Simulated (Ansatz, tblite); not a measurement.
Removing and adding an electron: TiCl₃. Total charge 0; doublet. Geometry: PBE-D4/def2-SVP. Ansatz, gas phase; energy differences of separate SCF runs; the oxidised species is a singlet (the triplet lies 2.18 eV higher at PBE0-D4/def2-TZVP); the reduced species is a triplet (the singlet lies 0.46 eV higher at PBE0-D4/def2-TZVPD).

```xyz
4

Ti    0.001    0.002    0.000
Cl    0.593    0.807   -1.949
Cl    1.511   -0.373    1.540
Cl   -2.104   -0.436    0.409
```

The xTB rows come from tblite. The structure comes from a short search, and lower isomers may exist.

```json
{"level": "PBE-D4/def2-TZVP", "−HOMO (eV)": "5.51", "vertical IE (eV)": "8.56", "−LUMO (eV)": "4.40", "vertical EA (eV)": "–", "HOMO–LUMO gap (eV)": "1.11", "IE − EA (eV)": "–"}
{"level": "r2SCAN-D4/def2-TZVP", "−HOMO (eV)": "6.14", "vertical IE (eV)": "8.92", "−LUMO (eV)": "4.27", "vertical EA (eV)": "–", "HOMO–LUMO gap (eV)": "1.87", "IE − EA (eV)": "–"}
{"level": "PBE0-D4/def2-TZVP", "−HOMO (eV)": "7.71", "vertical IE (eV)": "9.30", "−LUMO (eV)": "3.27", "vertical EA (eV)": "–", "HOMO–LUMO gap (eV)": "4.44", "IE − EA (eV)": "–"}
{"level": "PBE0-D4/def2-TZVPD", "−HOMO (eV)": "7.72", "vertical IE (eV)": "–", "−LUMO (eV)": "3.29", "vertical EA (eV)": "1.72", "HOMO–LUMO gap (eV)": "4.43", "IE − EA (eV)": "–"}
```

Estimate the rows for GFN1-xTB, GFN2-xTB, PBE-D4/def2-TZVPD, r2SCAN-D4/def2-TZVPD.


| level | −HOMO (eV) | vertical IE (eV) | −LUMO (eV) | vertical EA (eV) | HOMO–LUMO gap (eV) | IE − EA (eV) | remarks |
| --- | --- | --- | --- | --- | --- | --- | --- |
| GFN1-xTB | – | 13.74 | – | 7.69 | – | 6.05 | – |
| GFN2-xTB | – | 12.94 | – | 6.50 | – | 6.44 | – |
| PBE-D4/def2-TZVPD | 5.54 | – | 4.44 | 1.42 | 1.10 | – | HOMO above zero (-1 triplet) |
| r2SCAN-D4/def2-TZVPD | 6.15 | – | 4.28 | 1.52 | 1.86 | – | HOMO above zero (-1 triplet) |

   A HOMO above zero means that the electron is unbound at that level or that self-interaction error raises the level; the energy of removing that electron tells which. HOMO and LUMO are the levels of the spin that leaves or enters (xTB has no such levels and no spin-polarisation term). Other spin states of the ions may lie lower, which would lower the ionisation energy or raise the affinity. Raw xTB energy differences between charge states are shifted by several eV; the methods need an empirical correction for them.
